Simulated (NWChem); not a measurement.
System: AlSiH₄F; SMILES [F][AlH][SiH3]

The following NWChem deck was run.

```
start job
memory heap 200 mb stack 900 mb global 1100 mb
geometry units angstroms noautosym nocenter noautoz
  Al     0.533631     0.730202    -0.004770
  F     -0.652426     1.907073     0.018294
  H      2.023716     1.270154     0.004514
  Si    -0.191306    -1.607940    -0.019566
  H     -0.354527    -2.102626     1.386409
  H      0.828882    -2.478253    -0.686817
  H     -1.499387    -1.783226    -0.724578
end
basis spherical
  * library 6-31+g*
end
dft
  xc xpbe96 cpbe96
  iterations 150
end
property
  response 1 0.0
end
task dft property
```

Parts of the log:

```
             Northwest Computational Chemistry Package (NWChem) 7.3.0
             --------------------------------------------------------

                             Geometry "geometry" -> ""
                             -------------------------

 Output coordinates in angstroms (scale by  1.889725989 to convert to a.u.)

  No.       Tag          Charge          X              Y              Z
 ---- ---------------- ---------- -------------- -------------- --------------
    1 Al                  13.0000     0.53363100     0.73020200    -0.00477000
    2 F                    9.0000    -0.65242600     1.90707300     0.01829400
    3 H                    1.0000     2.02371600     1.27015400     0.00451400
    4 Si                  14.0000    -0.19130600    -1.60794000    -0.01956600
    5 H                    1.0000    -0.35452700    -2.10262600     1.38640900
    6 H                    1.0000     0.82888200    -2.47825300    -0.68681700
    7 H                    1.0000    -1.49938700    -1.78322600    -0.72457800

 Effective nuclear repulsion energy (a.u.)     128.8095501617

  pbe96 is a nonlocal functional; adding pw91lda local functional.
                              NWChem Property Module
                              ----------------------

                                 NWChem DFT Module
                                 -----------------

 Summary of "ao basis" -> "ao basis" (spherical)
 ------------------------------------------------------------------------------
       Tag                 Description            Shells   Functions and Types
 ---------------- ------------------------------  ------  ---------------------
 Al                         6-31+g*                 10       22   5s4p1d
 F                          6-31+g*                  8       18   4s3p1d
 H                          6-31+g*                  2        2   2s
 Si                         6-31+g*                 10       22   5s4p1d

            General Information
            -------------------
          SCF calculation type: DFT
          Wavefunction type:  closed shell.
          No. of atoms     :     7
          No. of electrons :    40
           Alpha electrons :    20
            Beta electrons :    20
          Charge           :     0
          Spin multiplicity:     1
          Use of symmetry is: off; symmetry adaption is: off
          Maximum number of iterations: 150
          AO basis - number of functions:    70
                     number of shells:    36
          Convergence on energy requested:  1.00D-06
          Convergence on density requested:  1.00D-05
          Convergence on gradient requested:  5.00D-04

              XC Information
              --------------
          PerdewBurkeErnzerhof Exchange Functional  1.000
            Perdew 1991 LDA Correlation Functional  1.000 local
           PerdewBurkeErnz. Correlation Functional  1.000 non-local

             Grid Information
             ----------------
          Grid used for XC integration:  medium
          Radial quadrature: Mura-Knowles
          Angular quadrature: Lebedev.
          Tag              B.-S. Rad. Rad. Pts. Rad. Cut. Ang. Pts.
          ---              ---------- --------- --------- ---------
          Al                  1.25       88          13.0       590
          F                   0.50       49          13.0       434
          H                   0.35       45          12.0       434
          Si                  1.10       88          13.0       590
          Grid pruning is: on
          Number of quadrature shells:   405
          Spatial weights used:  Erf1

      Superposition of Atomic Density Guess
      -------------------------------------

 Sum of atomic energies:        -632.04781449

      Non-variational initial energy
      ------------------------------

 Total energy =    -632.418676
 1-e energy   =   -1134.458184
 2-e energy   =     373.229958
 HOMO         =      -0.292017
 LUMO         =      -0.017829

   convergence    iter        energy       DeltaE   RMS-Dens  Diis-err
 ---------------- ----- ----------------- --------- --------- ---------
 d= 0,ls=0.0,diis     1   -633.7215896483 -7.63D+02  2.75D-02  6.40D-01
 d= 0,ls=0.0,diis     2   -633.1874190441  5.34D-01  1.97D-02  6.53D+00
 d= 0,ls=0.0,diis     3   -633.7985159611 -6.11D-01  2.36D-03  5.29D-03
 d= 0,ls=0.0,diis     4   -633.7989950078 -4.79D-04  1.07D-03  3.54D-03
 d= 0,ls=0.0,diis     5   -633.7997034313 -7.08D-04  1.34D-04  8.62D-05
  Resetting Diis
 d= 0,ls=0.0,diis     6   -633.7997153529 -1.19D-05  4.28D-05  3.91D-06
 d= 0,ls=0.0,diis     7   -633.7997159697 -6.17D-07  2.45D-05  2.78D-07
 d= 0,ls=0.0,diis     8   -633.7997159673  2.39D-09  1.23D-05  2.95D-07
 d= 0,ls=0.0,diis     9   -633.7997160458 -7.84D-08  5.79D-07  6.33D-09

         Total DFT energy =     -633.799716045753
      One electron energy =    -1136.850468716166
           Coulomb energy =      425.345700862241
    Exchange-Corr. energy =      -51.104498353504
 Nuclear repulsion energy =      128.809550161676

 Numeric. integr. density =       39.999994783233

                       DFT Final Molecular Orbital Analysis
                       ------------------------------------

[...]

 DFT Linear Response polarizability / au
 Frequency  =       0.0000000 / au
              X              Y              Z
 -----------------------------------------------
 X      54.1855689      7.3047190     -0.0288911
 Y       7.3047235     68.4436916     -0.0829219
 Z      -0.0288922     -0.0829330     44.5721236
 -----------------------------------------------
 Eigenvalues =      51.1076553     71.5218949     44.5718338
 Isotropic   =      55.7337947
 Anisotropic =      24.3491677
 -----------------------------------------------

 Magnetic Dipole Response Matrix (nonzero elements):

 Exiting AOResponse driver routine
```

Level: PBE/6-31+G* (spherical d). Structure relaxed at the PBE0/def2-SVP level.
